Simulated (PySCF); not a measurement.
NICS in rings of unrelated molecules.

Definitions: NICS(0) = −σiso at the ring centroid; NICS(1) = −σiso and NICS(1)zz = −σzz at ±1 Å along the ring normal z. Level: GIAO PBE0/pcSseg-1 (PySCF, non-relativistic, gas phase) on the GFN2-xTB geometries, one conformer each. Atom numbers follow the mapped SMILES.

Task: Order these rings by mean NICS(1)zz, lowest (most negative) first (ppm).
A. ring N3–N4–C5–C7–C8 in `[CH3:1][CH2:2][n:3]1[n:4][c:5]([F:6])[cH:7][c:8]1[C:9]#[N:10]`
B. ring C4–C5–C6–C7–C8–C9 in `[CH3:1][CH2:2][CH2:3][C:4]1=[CH:5][CH:6]=[CH:7][CH+:8][CH2:9]1` (charge +1)
C. ring C2–C3–C4–C5–C6–O7 in `[F:1][c:2]1[cH:3][cH:4][cH:5][cH:6][o+:7]1` (charge +1)
D. ring C4–C5–N6–C7–C9–P10 in `[CH3:1][CH:2]([CH3:3])[c:4]1[cH:5][n:6][c:7]([Cl:8])[cH:9][p:10]1`
E. ring C4–C5–C6 in `[CH:1]#[C:2][SiH2:3][CH:4]1[CH:5]=[CH:6]1`
F. ring C4–C6–O7–C8–O10–C11 in `[CH2:1]=[CH:2][CH2:3][C:4]1([Cl:5])[CH2:6][O:7][C:8](=[O:9])[O:10][CH2:11]1`

Result: A (-27.0), D (-23.7), C (-22.2), E (-13.3), B (-11.9), F (-1.1).

| SMILES | ring | NICS(0) | NICS(1) | NICS(1)zz | HOMA | rms pucker (Å) | ring atoms with four or more neighbours |
| --- | --- | --- | --- | --- | --- | --- | --- |
| CCn1nc(F)cc1C#N | 5-membered ring with 2 N; formal bonds all aromatic | -15.0 | -11.3 | -27.0 | 0.98 | 0.00 | 0 |
| CC(C)c1cnc(Cl)cp1 | 6-membered ring with N and P; formal bonds all aromatic | -6.8 | -10.2 | -23.7 | 0.91 | 0.00 | 0 |
| Fc1cccc[o+]1 | 6-membered ring with O; formal bonds all aromatic | -6.8 | -9.2 | -22.2 | 0.86 | 0.00 | 0 |
| C#C[SiH2]C1C=C1 | 3-membered carbocycle; formal bonds 1 double, 2 single | -28.7 | -5.7 | -13.3 | – | 0.00 | 1 |
| CCCC1=CC=C[CH+]C1 | 6-membered carbocycle; formal bonds 2 double, 4 single | 0.2 | -5.7 | -11.9 | – | 0.00 | 1 |
| C=CCC1(Cl)COC(=O)OC1 | 6-membered ring with 2 O; formal bonds all single | -3.6 | -2.2 | -1.1 | – | 0.20 | 3 |

NICS(0) gives another order. The isotropic NICS(1) ties some rings at the printed digit and otherwise keeps the order. HOMA uses Krygowski's 1993 parameters; it is left out where a ring has a four-coordinate atom, a triple bond, no multiple bond or a kind of bond without parameters. NICS(1) and NICS(1)zz are means over the two faces.
